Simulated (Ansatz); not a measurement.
`F[SiH]1NCO1` and `C1N[SiH2]O1` differ in one atom or group.

Ansatz, PBE0-D4/def2-TZVP geometries, multiplicity 1. 

```
                                                                                  property  `F[SiH]1NCO1`
                                          size of the dipole moment (B3LYP/def2-TZVPP) / D           2.13
                                        size of the dipole moment (ωB97M-V/def2-TZVPP) / D           2.13
                                                         HOMO energy (PBE/def2-TZVPP) / eV          -6.18
                                                        LUMO energy (PBE0/def2-TZVPP) / eV           0.39
                                            zero-point energy (PBE0-D4/def2-TZVP) / kJ/mol          159.8
ideal-gas entropy at 298 K and 1 bar (rigid rotor, harmonic PBE0-D4/def2-TZVP) / J/(mol·K)            306
```

Q: What does the change do to each property? (Estimate.)

A: Ansatz gave: 
```csv
property,`C1N[SiH2]O1`,shift
size of the dipole moment (B3LYP/def2-TZVPP) / D,1.87,-0.26
size of the dipole moment (ωB97M-V/def2-TZVPP) / D,1.88,-0.25
HOMO energy (PBE/def2-TZVPP) / eV,-5.71,0.47
LUMO energy (PBE0/def2-TZVPP) / eV,-0.28,-0.67
zero-point energy (PBE0-D4/def2-TZVP) / kJ/mol,172.1,12.3
"ideal-gas entropy at 298 K and 1 bar (rigid rotor, harmonic PBE0-D4/def2-TZVP) / J/(mol·K)",286,-20
```

With PBE0 the HOMO rises by 0.52 eV and the LUMO falls by 0.67 eV, so the gap narrows by about 1.19 eV. PBE moves the HOMO by 0.47 eV and ωB97M-V by 0.57 eV. Dipoles are sizes alone; their direction can turn.

B3LYP here is the variant with VWN-RPA as its local correlation; programs differ in this.
